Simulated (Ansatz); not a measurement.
Ansatz (a quantum-chemistry and plane-wave program) input for GaH, SMILES [GaH] (connectivity only; charge and spin as stated), neutral, multiplicity 1, PBE-D3(BJ)/def2-TZVPD. 

Ansatz 0.2 input:
```yaml
crystal:
  periodic: [false, false, false]
  atoms:
    - {symbol: Ga, position_ang: [0.00000000, 0.00000000, -0.05254141]}
    - {symbol: H, position_ang: [0.00000000, 0.00000000, 1.62878376]}
basis:
  gaussian:
    orbitals: def2-TZVPD
hamiltonian:
  xc: pbe
  dispersion: d3bj
relax: {f_tol: 0.002, max_steps: 200}
```

Log of the run:

```
WARN ansatz: RAYON_NUM_THREADS=1 ignored (pool sized by the plan → 1); use --threads N
Functional definition: PBE
integrals: 0.01 GiB planned
427 factors; their error is unknown
mean field: 0.11 GiB planned
mean field evaluation 1: about -52384.1198 eV, gradient 2.7e1 eV
mean field evaluation 2: about -52383.4843 eV, gradient 3.9e1 eV
mean field evaluation 4: about -52385.2301 eV, gradient 9.2e-1 eV
mean field evaluation 8: about -52385.2161 eV, gradient 2.3e-2 eV
mean field -52385.21609953 eV, -1925.1211836829 hartree, gradient 6.5e-5 eV, S^2 0.000000; 0 other end points of the search recorded, 0 dependent functions left out
the calculation of the forces begins
reference -52385.21612875 eV, -1925.1211847567 hartree; 16, 16 occupied and 47, 47 virtual orbitals, 427 factors
relax step   1: F+E_penalty+E_count = -52385.22802919 eV  Δ(F+E_penalty+E_count) = +0.000e0 eV  max|allowed force component| = 1.587e-1 eV/Å  Δτ_max = 0.0000 Å  (23 SCF iters, accepted)
these checks for a lower state are left out or cut short: starts, cluster_reference, orbital_swaps, neighbouring_geometries, increment
integrals: 0.01 GiB planned
427 factors; their error is unknown
mean field: 0.11 GiB planned
mean field evaluation 16: about -52385.2359 eV, gradient 4.2e-4 eV
mean field -52385.21744511 eV, -1925.1212331322 hartree, gradient 5.2e-6 eV, S^2 0.000000; 0 other end points of the search recorded, 0 dependent functions left out
the calculation of the forces begins
reference -52385.21747426 eV, -1925.1212342035 hartree; 16, 16 occupied and 47, 47 virtual orbitals, 427 factors
relax step   2: F+E_penalty+E_count = -52385.22940822 eV  Δ(F+E_penalty+E_count) = -1.379e-3 eV  max|allowed force component| = 2.028e-2 eV/Å  Δτ_max = 0.0078 Å  (24 SCF iters, accepted)
these checks for a lower state are left out or cut short: starts, cluster_reference, orbital_swaps, neighbouring_geometries, increment
integrals: 0.01 GiB planned
427 factors; their error is unknown
mean field: 0.11 GiB planned
mean field -52385.21746329 eV, -1925.1212338002 hartree, gradient 4.6e-5 eV, S^2 0.000000; 0 other end points of the search recorded, 0 dependent functions left out
the calculation of the forces begins
reference -52385.21749243 eV, -1925.1212348711 hartree; 16, 16 occupied and 47, 47 virtual orbitals, 427 factors
relax step   3: F+E_penalty+E_count = -52385.22943215 eV  Δ(F+E_penalty+E_count) = -2.393e-5 eV  max|allowed force component| = 1.620e-5 eV/Å  Δτ_max = 0.0012 Å  (18 SCF iters, accepted)
integrals: 0.01 GiB planned
427 factors; their error is unknown
mean field: 0.11 GiB planned
mean field evaluation 32: about -52385.2358 eV, gradient 1.5e-1 eV
mean field -52385.21746329 eV, -1925.1212338002 hartree, gradient 4.6e-5 eV, S^2 0.000000; 1 other end points of the search recorded, 0 dependent functions left out
the calculation of the forces begins
reference -52385.21749243 eV, -1925.1212348711 hartree; 16, 16 occupied and 47, 47 virtual orbitals, 427 factors
Total energy: -52385.22946130 eV, -1925.1216747188 hartree
Atom 0 at     0.000000     0.000000    -0.061495 Å, force    -0.000000    -0.000000     0.000016 eV/Å
Atom 1 at    -0.000000    -0.000000     1.637737 Å, force    -0.000000     0.000000    -0.000016 eV/Å
Dipole moment:     0.000000     0.000000    -0.111338 e Å
```

Self-consistency was reached.
